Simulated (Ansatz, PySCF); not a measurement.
Gas-phase reaction (SMILES): NB(Cl)Cl + Cl (HCl) -> ClB(Cl)Cl [trichloroborane] + N (NH3); hydrogen chloride cleaves one B-N bond, a model of a ligand-exchange step.

Structures are relaxed separately at B3LYP-D3(BJ)/def2-TZVP in Ansatz (an electronic-structure program), one conformer each, not searched for the lowest. Correlated levels leave the core frozen unless marked. Spin-orbit coupling is left out. Non-relativistic. CBS(X,Y): correlation extrapolated as X^-3; Hartree-Fock from the larger set. Thermal terms are rigid-rotor harmonic-oscillator values from B3LYP-D3(BJ) frequencies (PySCF) at 298.15 K and 1 atm. 1 Eh = 627.5095 kcal/mol.

```csv
species,"E, CCSD(T)/CBS(cc-pV(T+d)Z,cc-pV(Q+d)Z) (Ansatz) (Eh)","E, PBE-D3(BJ)/def2-TZVPD (Ansatz + dftd3) (Eh)",H - E (Eh),G - E (Eh)
NB(Cl)Cl,-1000.38439,-1000.92716,0.03939,0.00600
Cl (HCl),-460.37849,-460.62865,0.01000,-0.01120
ClB(Cl)Cl,-1404.23938,-1405.02772,0.01290,-0.02001
N (NH3),-56.50369,-56.51114,0.03799,0.01614
```

Question: Work out ΔE and ΔH, ΔG, ΔS and the equilibrium constant at 298.15 K at the first level, then ΔH at the second.

Answer: 
1. ΔE = [(-1404.23938) + (-56.50369)] - [(-1000.38439) + (-460.37849)] = 0.01981 Eh = 12.4 kcal/mol at CCSD(T)/CBS(cc-pV(T+d)Z,cc-pV(Q+d)Z).
2. The terms H - E add up to 0.00150 Eh, so ΔH = (0.01981 + (0.00150))×627.5095 = 13.4 kcal/mol.
3. The terms G - E add up to 0.00133 Eh, so ΔG = 13.3 kcal/mol, and ΔS = (0.00150 - (0.00133))×627509.5/298.15 = 0.4 cal/(mol K).
4. log10 K = -ΔG/(RT ln 10) = -9.7, with RT ln 10 = 1.3642 kcal/mol.
5. At PBE-D3(BJ)/def2-TZVPD the same steps give ΔE = 10.6 and ΔH = 11.6 kcal/mol, a shift of -1.8 from the first level.
6. These values are not checked against measurement here, since the tables used lack a sound gas-phase enthalpy of formation for at least one species.
